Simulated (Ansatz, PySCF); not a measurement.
fluoro(fluorosilyloxy)silane (F₂H₄OSi₂), SMILES F[SiH2]O[SiH2]F.

Coordinates come from a PBE0-D3(BJ)/def2-SVP optimisation. One conformer was computed; it need not be the lowest.

Vertical ionisation energy (IE) and electron affinity (EA) in eV. Rows of orbital energies are one-electron estimates. Where ΔSCF, EOM or ADC give a negative EA the extra electron is unbound and the value depends on the basis.

```csv
level,IE,EA
"−ε(HOMO), −ε(LUMO), M06-2X/def2-TZVP (PySCF)",10.73,-1.03
"−ε(HOMO), −ε(LUMO), PBE/def2-TZVP (PySCF)",7.87,0.65
"ΔSCF, PBE0/def2-SVPD (Ansatz), final states of multiplicity 2 and 2",11.40,-1.47
"ΔSCF, PBE/def2-SVPD (Ansatz), final states of multiplicity 2 and 2",10.75,-1.22
```

**Question.** What vertical singlet–triplet gap does ΔSCF give with PBE0/def2-SVPD (Ansatz, a program for electronic structure) and with PBE/def2-SVPD (Ansatz)? (Estimate from the structure and the level; the computed values follow.)

**Answer.** 7.67 and 6.98 eV (triplet above singlet where positive).
